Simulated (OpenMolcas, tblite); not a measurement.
GeHF3 (SMILES [F][GeH]([F])[F]): methods side by side

The species is GeHF3 (5 atoms), meant as a singlet with charge 0. SMILES: `[F][GeH]([F])[F]`. The coordinates come from a PBE0-D4/def2-TZVP relaxation.

| atom | x (Å) | y (Å) | z (Å) |
| --- | --- | --- | --- |
| F | -0.2498 | -0.7341 | 1.4830 |
| Ge | 0.0956 | -0.0087 | -0.0233 |
| F | -0.6731 | 1.5157 | -0.0113 |
| F | -0.7081 | -0.9440 | -1.2040 |
| H | 1.5852 | 0.0973 | -0.2857 |

Quantity: the HOMO–LUMO gap, in eV. The values are calculated.

```csv
level,kind,program,value (eV),CPU time
GFN1-xTB,semi-empirical,tblite,7.10,under 2 s
HF/aug-cc-pVDZ,Hartree–Fock,OpenMolcas,16.75,33 s
SVWN5/aug-cc-pVDZ,LDA,OpenMolcas,7.68,40 s
revPBE/aug-cc-pVDZ,GGA,OpenMolcas,7.81,46 s
r2SCAN/aug-cc-pVDZ,meta-GGA,OpenMolcas,8.69,53 s
PBE0/aug-cc-pVDZ,global hybrid,OpenMolcas,10.56,41 s
B2PLYP/aug-cc-pVDZ,double hybrid,OpenMolcas,13.27,34 s
```

All-electron rows without a relativistic Hamiltonian named are non-relativistic. The values span 7.10 to 16.75 eV. Orbital gaps aren't excitation energies, and those of double hybrids come from the SCF part alone; they tend to grow with the share of exact exchange. Times are those of the runs behind each value, whatever else they computed, on shared processors of several kinds: orders of magnitude only.
